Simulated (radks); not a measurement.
Q: Species: the technetium ion Tc0.25+. Configuration: [Kr] 5s2 4d(up 3, down 1.75) (fractional occupations, a model configuration). Method: scalar-relativistic Kohn-Sham, BLYP, spin-polarised, spherical densities, finite nucleus; Fermi nuclear charge, rms radius 4.4112 fm; computed with a radial shooting solver on a logarithmic mesh with Libxc functionals. Some entries of the table are withheld. Estimate them.

orbital  occ.  eigenvalue (eV)  <r^2> (bohr^2)  <r> (bohr)
1s down     1        -20874.43        0.001586     0.03428
1s up       1        -20874.43        0.001586     0.03428
2s up       1        -2980.506         0.02638      0.1496
2s down     1        -2980.346         0.02638      0.1496
2p up       3        -2668.153         0.02076      0.1304
2p down     3        -2668.033         0.02076      0.1304
3s up       1        -520.9891          0.1978      0.4155
3s down     1        -520.9028          0.1977      0.4155
3p up       3        -418.4881          0.2018      0.4165
3p down     3        -418.3910          0.2018      0.4165
3d up       5        -252.5216          0.1912      0.3991
3d down     5        -252.3727          0.1911      0.3991
4s up       1         -76.1940           1.264       1.056
4s down     1         -75.4019           1.262       1.055
4p up       3         -48.1219           1.569         (1)
4p down     3         -47.2798           1.568         (2)
4d up       3              (3)           3.446       1.681
4d down  1.75              (4)           3.571       1.706
5s up       1          -6.8539             (5)       3.166
5s down     1          -6.5814             (6)       3.220

A: 
(1) 4p up <r> (bohr): 1.170
(2) 4p down <r> (bohr): 1.169
(3) 4d up eigenvalue (eV): -9.2251
(4) 4d down eigenvalue (eV): -8.4431
(5) 5s up <r^2> (bohr^2): 11.46
(6) 5s down <r^2> (bohr^2): 11.86
